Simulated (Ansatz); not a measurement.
Ansatz (a first-principles code) input for WO₂, SMILES [O]=[W]=[O] (connectivity only; charge and spin as stated), neutral, multiplicity 3, PBE0/def2-TZVPD. Coordinates come from a B3LYP-D3(BJ)/def2-TZVP optimisation. The multiplicity is an assumed one; other spin states were not compared. The def2 effective core potentials stand for the cores of W; spin–orbit coupling is left out.

Ansatz 0.2 input:
```yaml
crystal:
  periodic: [false, false, false]
  atoms:
    - {symbol: W, position_ang: [0.00000000, 0.00000000, 0.16764184]}
    - {symbol: O, position_ang: [0.00000000, 1.43262092, -0.77534350]}
    - {symbol: O, position_ang: [0.00000000, -1.43262092, -0.77534350]}
basis:
  gaussian:
    orbitals: def2-TZVPD
hamiltonian:
  xc: {name: PBE0}
magnetization: {spin_polarized: true, initial_magnetization: 2}
```

Program output:

```
WARN ansatz: RAYON_NUM_THREADS=1 ignored (pool sized by the plan → 1); use --threads N
Functional definition: PBE0
integrals: 0.04 GiB planned
784 factors; their error is unknown
mean field: 0.49 GiB planned
mean field evaluation 1: about -5901.2201 eV, gradient 6.6e1 eV
mean field evaluation 2: about -5630.6802 eV, gradient 2.4e2 eV
mean field evaluation 4: about -5916.8155 eV, gradient 6.9e0 eV
mean field evaluation 8: about -5917.0399 eV, gradient 1.1e-1 eV
mean field evaluation 16: about -5917.0686 eV, gradient 1.1e-3 eV
mean field -5917.06862175 eV, -217.4482611161 hartree, gradient 9.8e-6 eV, S^2 2.016608; 1 other end points of the search recorded, 0 dependent functions left out
reference -5917.06865680 eV, -217.4482624043 hartree; 16, 14 occupied and 107, 109 virtual orbitals, 784 factors
Total energy: -5917.06865680 eV, -217.4482624043 hartree
```

The calculation finished and met its thresholds.

Cost: very roughly 4 core-seconds.
